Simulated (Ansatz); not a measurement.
The same path of BH₃NOS (7 atoms, charge -1, multiplicity 1) was run 3 times with different band settings. Lost on the way: O3–H7. Made: S4–H7.

Method: RKS B3LYP/STO-3G in Ansatz 0.2.0.

Relaxed end points:

```xyz
7
Properties=species:S:1:pos:R:3
N -0.604 1.009 0.249
B -0.089 -0.424 0.035
O 1.339 -0.374 0.316
S -0.985 -1.785 -0.378
H 0.124 1.721 -0.048
H -1.414 1.207 -0.398
H 1.629 -1.353 0.225
```

```xyz
7
Properties=species:S:1:pos:R:3
N -0.708 1.068 0.253
B 0.426 -0.012 0.223
O 1.650 0.153 0.490
S -0.434 -1.688 -0.233
H -0.267 2.002 0.003
H -1.366 0.914 -0.566
H 0.699 -2.437 -0.169
```

Common settings: optimiser quadratic models (default); start path through a guess of the saddle point; force threshold 0.03 eV/Å; iteration limit 60; end points relaxed.

| run | movable images | climbing image | spring |
| --- | --- | --- | --- |
| 1 | 9 | yes | 5.0 eV/Å² |
| 2 | 9 | yes | 20.0 eV/Å² |
| 3 | 8 | no | 5.0 eV/Å² |

What does each run give, and how far can it be trusted?

Run 1: converged after 14 iterations, highest image 1.105 eV above the first end. A vibrational analysis at the climbing image gives one clearly imaginary mode, 1271i cm⁻¹: a first-order saddle point.
Run 2: converged after 14 iterations, highest image 1.105 eV above the first end. Another band between the same ends (9 images) ends at a top of the same energy, where a vibrational analysis finds 1 clearly imaginary mode.
Run 3: converged after 10 iterations, highest image 1.096 eV above the first end. No image climbed, so the highest image needn't sit at the top of the path.
The orbitals stay closed-shell, which can raise the energy where a bond breaks towards radicals; this wasn't checked here. Limits of this set-up: minimal basis, an anion without diffuse functions, the dipole of an ion depends on the origin.
